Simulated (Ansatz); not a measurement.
Geometry optimisation, Ansatz, RKS PBE0-D4/STO-3G.

The input (input.yaml):

```yaml
crystal:
  periodic: [false, false, false]
  atoms:
    - { symbol: Al, position_ang: [0.0, 0.0, 0.0] }
    - { symbol: O, position_ang: [0.0, 0.0, 1.78] }
    - { symbol: H, position_ang: [-0.9095, -0.2814, 2.1171] }
    - { symbol: O, position_ang: [1.5415, 0.0, -0.89] }
    - { symbol: H, position_ang: [1.8414, -0.9519, -1.0449] }
    - { symbol: Cl, position_ang: [-1.9312, 0.0, -1.115] }
basis:
  gaussian: { orbitals: STO-3G }
hamiltonian:
  xc: pbe0
  dispersion: d4
relax:
  f_tol: 0.02
  max_steps: 40
output:
  orbitals: {}
```

Launched with:

```bash
$ ansatz run input.yaml --threads 1 --pin off --max-ram 2048MiB --backend cpu --events-out ev --progress --plain --runs-dir out
```

Task: Where does it end, and by what steps?

Result: The forces met the threshold. Limits of this set-up: minimal basis. After 8 steps the energy has fallen by 0.755 eV; H5 moved furthest, 0.78 Å.

| step | energy less start (eV) | largest force component (eV/Å) | accepted |
| --- | --- | --- | --- |
| 0 | 0.0000 | 2.493 | yes |
| 1 | -0.4118 | 1.638 | yes |
| 2 | -0.4813 | 0.863 | yes |
| 3 | -0.5132 | 1.033 | yes |
| 4 | -0.5846 | 0.735 | yes |
| 5 | -0.6877 | 0.517 | yes |
| 6 | -0.7527 | 0.148 | yes |
| 7 | -0.7534 | 0.055 | yes |
| 8 | -0.7549 | 0.005 | yes |

```xyz
6
Properties=species:S:1:pos:R:3
Al 0.091 -0.206 0.142
O -0.039 -0.023 1.816
H -1.029 0.051 2.023
O 1.631 -0.361 -0.534
H 1.501 -0.454 -1.535
Cl -1.613 -0.241 -1.065
```

Whether the end is a true minimum wasn't checked by a vibrational analysis.

Run time: 11 s on 1 thread of Arm Neoverse V2, with other jobs on the host, peak memory 0.12 GiB.
